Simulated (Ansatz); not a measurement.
A single point on C4H6BF (`B/C=C(\F)C=C`).

```yaml
crystal:
  periodic: [false, false, false]
  atoms:
    - {symbol: B, position_ang: [-2.540184, 0.070804, -0.116854]}
    - {symbol: C, position_ang: [-1.101306, 0.485056, -0.397404]}
    - {symbol: C, position_ang: [-0.013762, -0.135357, 0.101542]}
    - {symbol: F, position_ang: [-0.147615, -1.190351, 0.901735]}
    - {symbol: C, position_ang: [1.363564, 0.234754, -0.146526]}
    - {symbol: C, position_ang: [2.408539, -0.408928, 0.369915]}
    - {symbol: H, position_ang: [-3.442131, 0.685808, -0.606376]}
    - {symbol: H, position_ang: [-2.781473, -0.862906, 0.587670]}
    - {symbol: H, position_ang: [-0.868298, 1.332001, -1.036615]}
    - {symbol: H, position_ang: [1.500936, 1.091862, -0.796238]}
    - {symbol: H, position_ang: [3.421151, -0.092329, 0.153763]}
    - {symbol: H, position_ang: [2.277579, -1.265615, 1.019588]}
basis:
  gaussian: {orbitals: def2-QZVPP}
correlation: {method: mp2}
```

```sh
$ ansatz run in.yaml --threads 4 --pin off --events-out ev --progress --plain --max-ram 10444MiB
```

It prints (some lines left out):

```
Functional definition: HF
3145 factors; integrals over basis functions are off by at most 7.8e-4 eV
mean field evaluation 1: about -7592.2417 eV, gradient 3.8e1 eV
mean field evaluation 2: about -7592.4113 eV, gradient 3.8e1 eV
mean field evaluation 4: about -7596.2509 eV, gradient 4.4e0 eV
mean field evaluation 8: about -7596.3197 eV, gradient 3.2e-1 eV
mean field -7596.32070063 eV, -279.1596367771 hartree, gradient 3.8e-6 eV, S^2 0.000000; 0 other end points of the search recorded, 0 dependent functions left out; unrestricted orbitals would lower it
mean field evaluation 16: about -7596.2789 eV, gradient 2.9e0 eV
6 core orbitals not correlated: weight in the atoms' cores, before any rotation towards them, 1.000 or more for the frozen orbitals, at most 0.000 for the correlated occupied ones
reference -7596.32070063 eV, -279.1596367771 hartree; 16, 16 occupied and 500, 500 virtual orbitals, 3145 factors
second order -28.56872691 eV of doubles, -0.00000000 eV of singles
Total energy: -7624.88942754 eV, -280.2095181265 hartree
```

It took 32 s on 4 threads of an Arm Neoverse V1 on a shared host, with 3.6 GiB of host memory at the peak.
